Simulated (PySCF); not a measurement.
Job file and geometry (Å, from GFN2-xTB) of an NMR shielding run on `S=C=Nc1ccccc1`, C$_{7}$H$_{5}$NS, GIAO PBE0/pcSseg-1 NMR shielding, non-relativistic, gas phase in PySCF 2.14.0, density-fitted response routines; density fitting, a coarse starting grid and PySCF grid level 2 are the driver's defaults:

```
{"job": {"kind": "nmr", "xc": "PBE0", "basis": "pcSseg-1"}, "charge": 0, "multiplicity": 1}
S      4.669631     0.308205     0.244159
C      3.145363     0.003131     0.216579
N      2.027310    -0.417415     0.247077
C      0.689591    -0.203486     0.099215
C     -0.180730    -1.270590     0.312839
C     -1.541409    -1.080748     0.168199
C     -2.041060     0.162412    -0.185619
C     -1.173278     1.222634    -0.396500
C      0.189708     1.049965    -0.257908
H      0.221061    -2.233451     0.588343
H     -2.216307    -1.907350     0.332340
H     -3.104903     0.305648    -0.298085
H     -1.560811     2.192280    -0.671540
H      0.875157     1.868291    -0.421266
```

**Question.** What does the program print?

**Answer.** 
```
coarse grid: 13392 points
cycle   1  E = -722.0132495820  dE =  1.827e+00  |g| = 3.980e-01  |ddm| = 3.960e+00
cycle   2  E = -721.9614780139  dE =  5.177e-02  |g| = 5.983e-01  |ddm| = 1.026e+00
cycle   3  E = -722.0519492717  dE = -9.047e-02  |g| = 1.345e-01  |ddm| = 6.481e-01
cycle   4  E = -722.0559738795  dE = -4.025e-03  |g| = 6.720e-02  |ddm| = 1.903e-01
cycle   5  E = -722.0570344217  dE = -1.061e-03  |g| = 2.503e-02  |ddm| = 7.083e-02
cycle   6  E = -722.0571708483  dE = -1.364e-04  |g| = 4.958e-03  |ddm| = 2.045e-02
cycle   7  E = -722.0571773087  dE = -6.460e-06  |g| = 1.213e-03  |ddm| = 6.756e-03
final grid: 128056 points
cycle   8  E = -722.1109017754  dE = -1.931e-05  |g| = 9.525e-03  |ddm| = 4.525e-02
cycle   9  E = -722.1108437494  dE =  5.803e-05  |g| = 1.686e-02  |ddm| = 2.675e-02
cycle  10  E = -722.1109230362  dE = -7.929e-05  |g| = 3.977e-03  |ddm| = 1.929e-02
cycle  11  E = -722.1109268930  dE = -3.857e-06  |g| = 5.443e-04  |ddm| = 3.477e-03
cycle  12  E = -722.1109269614  dE = -6.834e-08  |g| = 2.334e-04  |ddm| = 7.105e-04
cycle  13  E = -722.1109269752  dE = -1.385e-08  |g| = 3.332e-05  |ddm| = 2.414e-04
cycle  14  E = -722.1109269754  dE = -1.824e-10  |g| = 1.953e-05  |ddm| = 4.616e-05
converged SCF energy = -722.1109269754

GIAO shielding tensors (ppm)
atom      isotropic    diamagn.    paramagn.     s11        s22        s33       span
  0 S      678.847    1056.389    -377.541    564.126    617.731    854.684    290.558
  1 C       38.267     268.112    -229.845    -83.637    -49.687    248.124    331.761
  2 N      140.480     331.296    -190.816     10.653     50.504    360.282    349.629
  3 C       49.524     255.916    -206.392    -50.028     60.192    138.408    188.436
  4 C       56.404     249.714    -193.310    -39.689     41.190    167.711    207.400
  5 C       51.681     253.209    -201.528    -59.041     35.884    178.200    237.241
  6 C       55.547     253.496    -197.949    -51.826     38.520    179.948    231.774
  7 C       51.423     253.506    -202.082    -58.552     35.753    177.070    235.622
  8 C       51.003     252.234    -201.230    -49.253     39.782    162.482    211.735
  9 H       24.368      30.399      -6.031     20.646     23.664     28.794      8.148
 10 H       24.116      29.679      -5.563     20.858     24.537     26.953      6.094
 11 H       24.272      29.755      -5.483     21.153     24.930     26.733      5.580
 12 H       24.078      30.134      -6.056     20.839     24.367     27.029      6.191
 13 H       24.171      32.031      -7.860     20.564     22.847     29.102      8.537
```

**Question.** Turn these shieldings into chemical shifts. Scale: CS2 for 33S (σ = 503.73 ppm); 13C (σ = 186.93 ppm), 1H (σ = 31.72 ppm) vs TMS; NH3 for 15N (σ = 267.73 ppm) (reference shieldings calculated alike).

**Answer.** Averaging equivalent atoms: S 0: -175; C 1: 148.7; C 3: 137.4; C 5/7: 135.4; C 4/8: 133.2; C 6: 131.4; N 2: 127.2; H 10/12: 7.62; H 9/13: 7.45; H 11: 7.45 ppm. Experimental scales use liquid or dissolved standards, which lie at an offset from isolated NH3 (liquid NH3: subtract about 20 ppm).

Size and cost of the density-fitted run: 185 basis functions, 24 s wall time on 1 thread of an x86-64 server CPU, shared host.
